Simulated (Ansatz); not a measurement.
(LiH)n: PBE-D4/def2-TZVPD single points in Ansatz on relaxed structures, gas phase. Each cluster is the lowest isomer that a short search found in that spin, judged at the geometry's level, and lower ones may exist. Binding counts from free atoms in the multiplicity of their measured ground term, without zero-point energy. Singlets are spin-restricted. The structures are stationary points that may keep the symmetry of their start. Remarks come from the PBE and PBE0 runs and from stability tests at other levels; not every state was tested. A HOMO above zero means that the electron is unbound at that level and held by the basis, or that self-interaction error raises the level; the energy of removing that electron tells which.

```
            species  atoms    state             geometry  HOMO (eV)  LUMO (eV)  gap (eV)  vertical EA (eV)  binding per atom (eV)  point group (within 0.1 Å)                       remarks
(LiH)2 ring (Li2H2)      4  singlet     PBE-D4/def2-TZVP      -4.66      -0.92      3.73              0.15                   1.68                         D2h  HOMO above zero (-1 doublet)
(LiH)4 cube (Li4H4)      8  singlet     PBE-D4/def2-TZVP      -5.27      -0.88      4.39              0.01                   1.96                          Td  HOMO above zero (-1 doublet)
              Li5H5     10  singlet  r2SCAN-D4/def2-TZVP      -4.92      -1.06      3.86              0.16                   1.97                          Cs  HOMO above zero (-1 doublet)
              Li7H7     14  singlet     PBE-D4/def2-TZVP      -5.08      -1.28      3.80              0.23                   2.03                           –  HOMO above zero (-1 doublet)
              Li8H8     16  singlet   r2SCAN-D4/def2-SVP      -5.21      -1.27      3.93              0.22                   2.07                           –  HOMO above zero (-1 doublet)
```

The gap (eV) runs from 3.73 ((LiH)2 ring) to 4.39 ((LiH)4 cube). It doesn't follow size steadily. The vertical EA (eV) runs from 0.01 ((LiH)4 cube) to 0.23 (Li7H7). It doesn't follow size steadily. The binding per atom (eV) runs from 1.68 ((LiH)2 ring) to 2.07 (Li8H8). It rises with size.
